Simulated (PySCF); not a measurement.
C₃H₅O₂, SMILES CCO[C]=O, multiplicity 2. Atoms are numbered in the order given.

```xyz
10

C     -1.7712    -0.1441     0.1013
C     -0.4931    -0.7491     0.6244
O      0.5301     0.2635     0.8161
C      1.2054     0.6329    -0.2371
O      1.1423     0.2690    -1.3649
H     -1.6227     0.2830    -0.9009
H     -2.1368     0.6452     0.7741
H     -2.5471    -0.9211     0.0275
H     -0.6248    -1.1936     1.6196
H     -0.0935    -1.5117    -0.0614
```
Charge 0, spin multiplicity 2.

Geometry: PBE0-D3(BJ)/def2-SVP. The isomer is the one that the SMILES or the coordinates give; other isomers of the formula were not compared. One conformer was computed; it need not be the lowest.

Two levels are set side by side: PBE/pcH-1 (PySCF) and B3LYP/pcH-1 (PySCF). Contact hyperfine couplings, same geometry. Differences are taken from unrounded values.

| quantity | PBE |
|---|---|
| A(iso) of 13C, atom C1 (MHz) | -1.3 |
| A(iso) of 13C, atom C2 (MHz) | 23.1 |
| A(iso) of 17O, atom O3 (MHz) | -248.9 |
| A(iso) of 13C, atom C4 (MHz) | 603.1 |
| A(iso) of 17O, atom O5 (MHz) | -44.3 |
| A(iso) of 1H, atom H6 (MHz) | 3.5 |
| A(iso) of 1H, atom H7 (MHz) | 1.5 |
| A(iso) of 1H, atom H8 (MHz) | 13.4 |
| A(iso) of 1H, atom H9 (MHz) | 0.0 |
| A(iso) of 1H, atom H10 (MHz) | -5.3 |

Question: These are the PBE values. What does B3LYP give? (The exact figures need the calculation; the answer reports its results.)

Answer: 
```tsv
quantity	B3LYP	PBE minus B3LYP
A(iso) of 13C, atom C1 (MHz)	-1.1	-0.3
A(iso) of 13C, atom C2 (MHz)	21.7	1.4
A(iso) of 17O, atom O3 (MHz)	-235.6	-13.3
A(iso) of 13C, atom C4 (MHz)	628.2	-25.1
A(iso) of 17O, atom O5 (MHz)	-54.4	10.0
A(iso) of 1H, atom H6 (MHz)	3.1	0.3
A(iso) of 1H, atom H7 (MHz)	1.3	0.2
A(iso) of 1H, atom H8 (MHz)	11.8	1.6
A(iso) of 1H, atom H9 (MHz)	0.4	-0.3
A(iso) of 1H, atom H10 (MHz)	-4.8	-0.5
```

Rough cost on one machine, each run with all the roots and properties that it gave: B3LYP against PBE within a factor of 2.
